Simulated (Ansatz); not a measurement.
Consider the formal exchange of groups at the Al–B bond: `F[BH][AlH2]` + `S[SiH]1C[SiH2]1` → `[AlH2][C@H]1[SiH2][Si@@H]1S` + `BF`.

Calculated with Ansatz (gas phase, PBE0-D4/def2-TZVP geometries, no zero-point term in ΔE). CCSD(T)/CBS is the MP2 limit (def2-TZVPP, def2-QZVPP) plus CCSD(T) − MP2 in def2-TZVPP, frozen cores. This one scheme is used for every species. DFT in def2-TZVPP. B3LYP here is the variant with VWN-RPA as its local correlation; programs differ in this. Each species was taken in one conformer, which may not be the lowest.

`F[BH][AlH2]`:

Z-matrix (Å, degrees):
```
B
Al 1 2.161
F 1 1.329 2 120.8
H 1 1.210 2 125.0 3 -180.0
H 2 1.592 1 120.9 3 91.2
H 2 1.592 1 120.9 3 -91.3
```

`S[SiH]1C[SiH2]1`:

Cartesian coordinates in Å:
```
S -0.318 -2.359 -1.016
Si -0.817 -0.424 -0.290
C 0.539 0.895 -0.322
Si 0.302 0.366 1.488
H -0.382 -2.030 -2.319
H -2.172 0.044 -0.665
H 0.237 1.906 -0.587
H 1.484 0.625 -0.789
H 1.412 -0.398 2.101
H -0.285 1.376 2.399
```

`[AlH2][C@H]1[SiH2][Si@@H]1S`:

Z-matrix (Å, degrees):
```
C
Si 1 1.902
Si 1 1.890 2 71.9
Al 1 1.925 2 118.3 3 107.0
H 1 1.091 2 117.9 3 -113.8
H 2 1.484 1 118.0 3 -118.6
H 2 1.484 1 114.3 3 106.8
S 3 2.131 1 119.6 2 -112.3
H 3 1.482 1 116.6 2 117.6
H 4 1.586 1 120.4 2 143.6
H 4 1.588 1 118.6 2 -37.3
H 8 1.344 3 94.6 1 54.1
```

`BF`:

Z-matrix (Å, degrees):
```
B
F 1 1.317
H 1 1.197 2 117.8
H 1 1.198 2 117.8 3 -180.0
```

CCSD(T)/CBS gives -91.1 kJ/mol.

Task: Another level gave -86.8 kJ/mol. Which?
A. CCSD/def2-TZVPP
B. SCS-MP2/def2-TZVPP
C. PBE0-D4/def2-TZVPP
D. B3LYP/def2-TZVPP

Result: A. CCSD/def2-TZVPP -86.8, B3LYP -75.2, PBE0-D4 -82.3, SCS-MP2/def2-TZVPP -96.6 kJ/mol.

Largest T1 diagnostic among the species: 0.014.

From PBE to PBE0 (25 % exact exchange), in def2-TZVPP and without D4, ΔE moves by −5.1 kJ/mol. The D4 term adds −9.2 kJ/mol with B3LYP and −5.2 kJ/mol with PBE0; it sums over pairs of atoms, weighted by their polarisabilities, and B3LYP, whose exchange is more repulsive, gets the larger term.
